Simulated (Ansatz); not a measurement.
Saddle point of SiH$_{4}$SO$_{3}$, closed shell (SiH₄SO₃ ([OH][Si]([OH])([OH])[SH]) → SiH₂SO₂ ([OH][Si]([OH])[S]) + H₂O (still joined by a long Si–O bond); bonds formed: O2–H4; bonds broken: S3–H4; bonds weakened to dative contacts: Si1–O2), PBE0-D4/def2-TZVP structure:

```
9
angstrom
Si -0.2846 -0.1346 -0.1830
O 1.0089 0.1064 1.0456
S -0.9513 -1.7404 0.8542
H 0.4932 -0.8764 1.4243
O -1.1613 1.2322 -0.3173
O 0.5684 -0.2400 -1.5669
H 1.9109 -0.0178 0.7217
H -1.9007 1.3063 0.2898
H 0.3163 0.3641 -2.2682
```

Energies are electronic, without zero-point energy. Barriers and step energies count from the start structure reached by relaxing down the imaginary mode; all methods use the PBE0-D4 structures, on which another method's saddle can fall below an end. Program: Ansatz 0.2.0. Basis: def2-TZVPP, with def2-QZVPP for the basis limit. Cores are frozen in the correlated methods. B3LYP uses VWN-RPA correlation. Extrapolation: Hartree–Fock as exp(−7.88 √X), correlation as X^−2.97.

```tsv
method	barrier (kcal/mol)	step energy (kcal/mol)
SPW92	26.04	26.29
PBE-D4	30.32	27.39
BLYP-D4	34.40	29.28
r2SCAN-D4	?	29.49
B97M-V	35.87	29.26
PBE0-D4	33.82	28.96
B3LYP-D4	?	30.47
r2SCAN0-D4	35.60	30.19
BHLYP-D4	41.02	32.26
CAM-B3LYP-D4	37.79	31.49
wB97X-V	37.40	31.09
wB97M-V	36.07	29.45
B2PLYP	36.75	30.45
PBE-QIDH	35.89	29.99
RPA on PBE	37.90	31.62
HF	?	34.83
MP2	35.39	29.58
CCSD	40.06	31.85
CCSD(T)	37.70	30.78
```

Fill in the withheld barriers. (An estimate is asked for; the value comes from the calculation.)

By the calculation: HF 48.80; r2SCAN-D4 33.41; B3LYP-D4 36.80 kcal/mol. Each is the energy of the saddle less that of the start structure, by the same method.

For comparison, the barrier by CCSD(T) at an estimated basis limit (MP2 extrapolated from triple and quadruple zeta, plus CCSD(T) − MP2 in triple zeta) is 37.06 kcal/mol.

The T1 diagnostic stays at or below 0.013.

Labels in which every atom is bracketed show which atoms are joined, not bond orders.

For scale, one of the runs: CCSD(T)/def2-TZVPP, 233 basis functions, launched by `ansatz run in.yaml --threads 4 --pin off --events-out ev --progress --plain --max-ram 9574MiB`. Hardware: 4 CPU threads of an Arm Neoverse V2, shared host. Wall time 100 s; peak host memory 4.1 GiB.
